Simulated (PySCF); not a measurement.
trifluoro(fluorosilyl)silane (F4H2Si2), SMILES F[SiH2][Si](F)(F)F. Atoms are numbered in the order given.

```xyz
8

Si     0.6032     1.5055     0.0000
F     -0.7654     2.4097     0.0000
Si    -0.0180    -0.7515     0.0000
F     -0.8883    -1.1566     1.3074
F     -0.8883    -1.1566    -1.3074
F      1.3206    -1.6717     0.0000
H      1.4006     1.8103     1.2333
H      1.4006     1.8103    -1.2333
```

The structure is a stationary point at PBE-D3(BJ)/def2-SVP. One conformer was computed; it need not be the lowest.

Level of theory: PBE-D3(BJ)/def2-SVP in PySCF.

Frequencies are harmonic and unscaled.

Computed vibrational spectrum:
| mode | ν (cm⁻¹) | IR (km/mol) | moving atoms (share of kinetic energy) |
|---|---|---|---|
| 1 | 42 | 2.3 | F 70 %, Si 17 %, H 14 % |
| 2 | 84 | 3.3 | F 91 % |
| 3 | 121 | 0.9 | F 65 %, Si 21 %, H 13 % |
| 4 | 194 | 0.6 | F 80 %, Si 19 % |
| 5 | 279 | 33.8 | F 66 %, Si 31 % |
| 6 | 279 | 15.1 | F 83 %, Si 14 % |
| 7 | 309 | 39.7 | F 58 %, Si 40 % |
| 8 | 477 | 35.8 | Si 57 %, F 39 % |
| 9 | 504 | 16.3 | H 74 %, Si 19 % |
| 10 | 708 | 14.8 | H 91 % |
| 11 | 798 | 302.2 | F 49 %, H 27 %, Si 23 % |
| 12 | 830 | 6.4 | F 46 %, H 38 %, Si 16 % |
| 13 | 894 | 33.5 | H 61 %, Si 22 %, F 18 % |
| 14 | 912 | 99.4 | H 58 %, Si 27 %, F 15 % |
| 15 | 941 | 147.3 | F 51 %, Si 49 % |
| 16 | 945 | 123.8 | F 51 %, Si 49 % |
| 17 | 2182 | 53.9 | H 98 % |
| 18 | 2196 | 89.6 | H 96 % |
